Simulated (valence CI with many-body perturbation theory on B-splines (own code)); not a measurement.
Forbidden lines of Nb XXXV

Computed by relativistic CI+MBPT: five valence electrons over a frozen Dirac-Fock core [He], a basis of 11 s, 11 p, 10 d, 8 f, 5 g, 2 h functions for each j, with the one-electron correlation potential Σ1, the two-electron term Σ2, the three-electron term Σ3, Breit, model QED; selected CI, second order for the rest, scaled by the run's own slope (own B-spline code, finite nucleus).

The last digits are not significant, and no measured levels were compared; by estimate large intervals hold to a few tenths of a per cent, small ones and those within an open d or f shell to about a per cent. Among the levels kept, up to 10000 cm⁻¹ of a level comes from second order outside the variational space, and about a tenth of that is noise between levels of different J, which matters for small intervals.

Lines 1 to 50 of 70 in falling wavelength, among levels below 3094.7 eV, chosen from the decays that carry over 1 % of a level's rate. Wavelengths and rates use the calculated energies. Electric multipoles are in the length gauge, E1 and E2 with the static RPA response of the core. Weak lines are less certain than strong ones. Lines between different terms over intervals too small for the method are left out, as are lines whose strength nearly cancels. The highest levels of a list are the least certain.

Levels are named by their leading jj configuration (3d3/2^4 stands for four electrons in 3d with j = 3/2), which in mixed levels can hold well under half, so a name can repeat and another be missing. Letters in brackets count levels of one name in rising energy.

| λ vac (nm) | Upper | Lower | Type | A (s⁻¹) | Branch % |
| --- | --- | --- | --- | --- | --- |
| 14.09 | (2s^2 2p1/2 2p3/2^2) J=3/2 | (2s^2 2p1/2^2 2p3/2) J=3/2 | M1 | 7.59e+06 | 100.0 |
| 14.06 | (2s^2 2p3/2^3) J=3/2 | (2s^2 2p1/2 2p3/2^2) J=1/2 | M1 | 1.82e+06 | 9.5 |
| 12.00 | (2s^2 2p1/2 2p3/2^2) J=5/2 | (2s^2 2p1/2^2 2p3/2) J=3/2 | M1 | 1.37e+06 | 99.0 |
| 11.43 | (2s^2 2p3/2^3) J=3/2 | (2s^2 2p1/2 2p3/2^2) J=5/2 | M1 | 3.17e+06 | 16.5 |
| 10.03 | (2s^2 2p1/2 2p3/2^2) J=1/2 | (2s^2 2p1/2^2 2p3/2) J=3/2 | M1 | 7.22e+06 | 99.8 |
| 10.01 | (2s^2 2p3/2^3) J=3/2 | (2s^2 2p1/2 2p3/2^2) J=3/2 | M1 | 1.40e+07 | 73.3 |
| 0.5196 | (2s^2 2p1/2 2p3/2 3d5/2) J=9/2 | (2s 2p1/2 2p3/2^3) J=5/2 | E2 | 2.20e+08 | 2.9 |
| 0.4988 | (2s^2 2p3/2^2 3d5/2) J=9/2 | (2s 2p1/2 2p3/2^3) J=5/2 | E2 | 2.30e+08 | 3.0 |
| 0.4897 | (2s^2 2p1/2 2p3/2 3p1/2) J=3/2 [a] | (2s^2 2p1/2 2p3/2^2) J=1/2 | E2 | 5.88e+09 | 5.3 |
| 0.4880 | (2s^2 2p1/2 2p3/2 3p1/2) J=5/2 | (2s^2 2p1/2 2p3/2^2) J=1/2 | E2 | 9.70e+09 | 7.0 |
| 0.4867 | (2s^2 2p1/2 2p3/2 3p1/2) J=1/2 | (2s^2 2p1/2 2p3/2^2) J=5/2 | E2 | 1.52e+10 | 11.8 |
| 0.4855 | (2s 2p1/2 2p3/2^2 3p3/2) J=9/2 | (2s 2p1/2 2p3/2^3) J=5/2 | E2 | 6.11e+09 | 7.2 |
| 0.4843 | (2s^2 2p3/2^2 3p1/2) J=3/2 | (2s^2 2p3/2^3) J=3/2 | E2 | 1.36e+10 | 2.2 |
| 0.4841 | (2s^2 2p1/2 2p3/2 3p1/2) J=5/2 | (2s^2 2p1/2 2p3/2^2) J=5/2 | E2 | 3.44e+10 | 24.9 |
| 0.4841 | (2s^2 2p1/2^2 3p1/2) J=1/2 | (2s^2 2p1/2^2 2p3/2) J=3/2 | E2 | 5.91e+10 | 40.2 |
| 0.4838 | (2s^2 2p1/2 2p3/2 3p1/2) J=1/2 | (2s^2 2p1/2 2p3/2^2) J=3/2 | E2 | 2.19e+10 | 17.0 |
| 0.4836 | (2s^2 2p3/2^2 3p1/2) J=5/2 | (2s^2 2p3/2^3) J=3/2 | E2 | 3.95e+10 | 16.1 |
| 0.4833 | (2s^2 2p1/2 2p3/2 3p3/2) J=3/2 [a] | (2s^2 2p1/2 2p3/2^2) J=1/2 | E2 | 3.79e+09 | 1.8 |
| 0.4829 | (2s^2 2p1/2 2p3/2 3p1/2) J=3/2 [a] | (2s^2 2p1/2 2p3/2^2) J=3/2 | E2 | 3.90e+10 | 35.3 |
| 0.4828 | (2s 2p1/2^2 2p3/2 3p3/2) J=7/2 | (2s 2p1/2^2 2p3/2^2) J=5/2 | E2 | 1.16e+10 | 2.2 |
| 0.4815 | (2s^2 2p1/2 2p3/2 3p3/2) J=3/2 [b] | (2s^2 2p1/2 2p3/2^2) J=1/2 | E2 | 1.27e+10 | 1.1 |
| 0.4813 | (2s^2 2p1/2 2p3/2 3p1/2) J=5/2 | (2s^2 2p1/2 2p3/2^2) J=3/2 | E2 | 8.63e+09 | 6.3 |
| 0.4812 | (2s^2 2p1/2 2p3/2 3p1/2) J=3/2 [b] | (2s^2 2p1/2 2p3/2^2) J=5/2 | E2 | 3.62e+10 | 4.2 |
| 0.4810 | (2s^2 2p1/2 2p3/2 3p3/2) J=5/2 [a] | (2s^2 2p1/2 2p3/2^2) J=5/2 | E2 | 5.19e+09 | 2.3 |
| 0.4805 | (2s^2 2p3/2^2 3p3/2) J=5/2 | (2s^2 2p3/2^3) J=3/2 | E2 | 1.83e+10 | 8.1 |
| 0.4805 | (2s^2 2p3/2^2 3p3/2) J=1/2 | (2s^2 2p3/2^3) J=3/2 | E2 | 2.80e+10 | 3.1 |
| 0.4804 | (2s^2 2p1/2 2p3/2 3p3/2) J=1/2 [a] | (2s^2 2p1/2 2p3/2^2) J=5/2 | E2 | 5.04e+09 | 2.8 |
| 0.4804 | (2s^2 2p3/2^2 3p3/2) J=7/2 | (2s^2 2p3/2^3) J=3/2 | E2 | 9.84e+09 | 5.6 |
| 0.4801 | (2s^2 2p1/2 2p3/2 3p3/2) J=5/2 [b] | (2s^2 2p1/2 2p3/2^2) J=1/2 | E2 | 1.46e+10 | 2.7 |
| 0.4795 | (2s^2 2p1/2 2p3/2 3p3/2) J=3/2 [a] | (2s^2 2p1/2 2p3/2^2) J=5/2 | E2 | 5.20e+09 | 2.4 |
| 0.4786 | (2s^2 2p1/2 2p3/2 3p3/2) J=7/2 | (2s^2 2p1/2 2p3/2^2) J=5/2 | E2 | 1.84e+10 | 16.3 |
| 0.4782 | (2s^2 2p3/2^2 3p1/2) J=1/2 | (2s^2 2p3/2^3) J=3/2 | E2 | 1.35e+10 | 4.5 |
| 0.4782 | (2s^2 2p1/2 2p3/2 3p3/2) J=5/2 [a] | (2s^2 2p1/2 2p3/2^2) J=3/2 | E2 | 1.51e+10 | 6.6 |
| 0.4776 | (2s^2 2p1/2 2p3/2 3p3/2) J=1/2 [a] | (2s^2 2p1/2 2p3/2^2) J=3/2 | E2 | 2.18e+10 | 12.1 |
| 0.4776 | (2s^2 2p1/2^2 3p3/2) J=3/2 | (2s^2 2p1/2^2 2p3/2) J=3/2 | E2 | 3.10e+10 | 15.4 |
| 0.4767 | (2s^2 2p1/2 2p3/2 3p3/2) J=3/2 [a] | (2s^2 2p1/2 2p3/2^2) J=3/2 | E2 | 1.07e+10 | 5.0 |
| 0.4759 | (2s^2 2p3/2^2 3p3/2) J=3/2 [a] | (2s^2 2p3/2^3) J=3/2 | E2 | 4.11e+10 | 2.9 |
| 0.4758 | (2s^2 2p1/2 2p3/2 3p3/2) J=7/2 | (2s^2 2p1/2 2p3/2^2) J=3/2 | E2 | 2.03e+09 | 1.8 |
| 0.4747 | (2s^2 2p1/2 2p3/2 3p3/2) J=1/2 [b] | (2s^2 2p1/2 2p3/2^2) J=5/2 | E2 | 4.97e+10 | 5.5 |
| 0.4740 | (2s^2 2p3/2^2 3d5/2) J=9/2 | (2s 2p1/2^2 2p3/2^2) J=5/2 | E2 | 3.66e+08 | 4.8 |
| 0.4725 | (2s 2p1/2^2 2p3/2 3d5/2) J=9/2 | (2s 2p1/2^2 2p3/2^2) J=5/2 | M2 | 5.37e+08 | 5.7 |
| 0.4719 | (2s^2 2p1/2 2p3/2 3p3/2) J=1/2 [b] | (2s^2 2p1/2 2p3/2^2) J=3/2 | E2 | 2.38e+10 | 2.6 |
| 0.4678 | (2s^2 2p1/2 2p3/2 3d5/2) J=9/2 | (2s^2 2p1/2 2p3/2^2) J=5/2 | M2 | 5.13e+08 | 6.8 |
| 0.4632 | (2s 2p3/2^3 3p3/2) J=7/2 | (2s 2p1/2 2p3/2^3) J=5/2 | E2 | 1.94e+10 | 1.4 |
| 0.4625 | (2s^2 2p1/2 2p3/2 3p3/2) J=5/2 [a] | (2s^2 2p1/2^2 2p3/2) J=3/2 | E2 | 9.24e+09 | 4.1 |
| 0.4620 | (2s 2p1/2 2p3/2^2 3p3/2) J=9/2 | (2s 2p1/2^2 2p3/2^2) J=5/2 | E2 | 3.56e+10 | 41.7 |
| 0.4619 | (2s^2 2p1/2 2p3/2 3p3/2) J=1/2 [a] | (2s^2 2p1/2^2 2p3/2) J=3/2 | E2 | 8.99e+09 | 5.0 |
| 0.4611 | (2s^2 2p3/2^2 3p3/2) J=5/2 | (2s^2 2p1/2 2p3/2^2) J=5/2 | E2 | 1.96e+10 | 8.7 |
| 0.4611 | (2s^2 2p1/2 2p3/2 3p3/2) J=3/2 [a] | (2s^2 2p1/2^2 2p3/2) J=3/2 | E2 | 2.21e+10 | 10.4 |
| 0.4611 | (2s^2 2p3/2^2 3p3/2) J=1/2 | (2s^2 2p1/2 2p3/2^2) J=5/2 | E2 | 1.12e+10 | 1.2 |
